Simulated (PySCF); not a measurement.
How the method moves the HOMO and LUMO of `CCC[SiH2]O`

Compound: C3H10OSi.
Z-matrix (Å and degrees, PBE0-D3(BJ)/def2-SVP geometry), rows numbered from 1:
```
C 
C   1  1.5211
C   2  1.5283  1  113.70
Si  3  1.8772  2  114.09  1  -179.83
O   4  1.6723  3  111.90  2   -58.52
H   1  1.1017  2  111.04  3    60.11
H   1  1.1011  2  111.71  3  -179.65
H   1  1.1018  2  111.09  3   -59.35
H   2  1.1048  1  109.30  3   122.03
H   2  1.1051  1  109.33  3  -122.70
H   3  1.1048  2  110.17  1    58.33
H   3  1.1059  2  110.42  1   -58.25
H   4  1.5014  3  108.88  2    63.29
H   4  1.4899  3  110.48  2  -176.13
H   5  0.9607  4  116.39  3    75.28
```

Basis pcSseg-1 throughout (PySCF), one geometry. The structure is a single PBE0-D3(BJ)/def2-SVP conformer in the gas phase; no vibrational or solvent corrections.

How do the orbital energies, the gap and the dipole change with the method?

| method | kind | HOMO (eV) | LUMO (eV) | gap (eV) | μ (D) | SCF cycles |
| --- | --- | --- | --- | --- | --- | --- |
| BLYP | GGA | -6.55 | -0.19 | 6.36 | 1.67 | 15 |
| OPBE | GGA | -6.64 | 0.02 | 6.66 | 1.69 | 14 |
| PBE | GGA | -6.66 | -0.25 | 6.41 | 1.69 | 15 |
| B97-D | GGA | -6.69 | -0.09 | 6.60 | 1.69 | 15 |
| KT2 | GGA | -6.77 | -0.40 | 6.37 | 1.64 | 15 |
| LDA | LDA | -6.78 | -0.48 | 6.29 | 1.75 | 15 |
| BP86 | GGA | -6.78 | -0.24 | 6.54 | 1.70 | 14 |
| KT3 | GGA | -6.79 | -0.33 | 6.46 | 1.61 | 15 |
| B97-2 | global hybrid | -7.83 | 0.68 | 8.51 | 1.73 | 13 |
| B3LYP | global hybrid | -7.86 | 0.37 | 8.23 | 1.72 | 13 |
| PBE0 | global hybrid | -8.08 | 0.66 | 8.74 | 1.74 | 12 |
| mPW1PW91 | global hybrid | -8.12 | 0.67 | 8.79 | 1.75 | 12 |
| BHandHLYP | global hybrid | -9.40 | 1.49 | 10.88 | 1.77 | 11 |
| CAM-B3LYP | range-separated hybrid | -9.47 | 1.60 | 11.07 | 1.74 | 12 |
| wB97X-D | range-separated hybrid | -9.97 | 2.49 | 12.46 | 1.75 | 13 |
| LC-wPBE | range-separated hybrid | -10.81 | 2.93 | 13.74 | 1.77 | 12 |
| HF | Hartree–Fock | -11.41 | 3.84 | 15.25 | 1.85 | 9 |

The HOMO spans 4.85 eV, from BLYP down to HF, and the gap runs from 6.29 eV (LDA) to 15.25 eV (HF). Over the methods BLYP (0 %), OPBE (0 %), PBE (0 %), B97-D (0 %), KT2 (0 %), LDA (0 %), BP86 (0 %), KT3 (0 %), B97-2 (21 %), B3LYP (20 %), PBE0 (25 %), mPW1PW91 (25 %), BHandHLYP (50 %), HF (100 %), a straight line through the gap against the share of exact exchange rises by 0.88 eV for each 10 % (correlation coefficient 0.999). The dipole ranges from 1.61 D (KT3) to 1.85 D (HF). This basis has no diffuse functions.
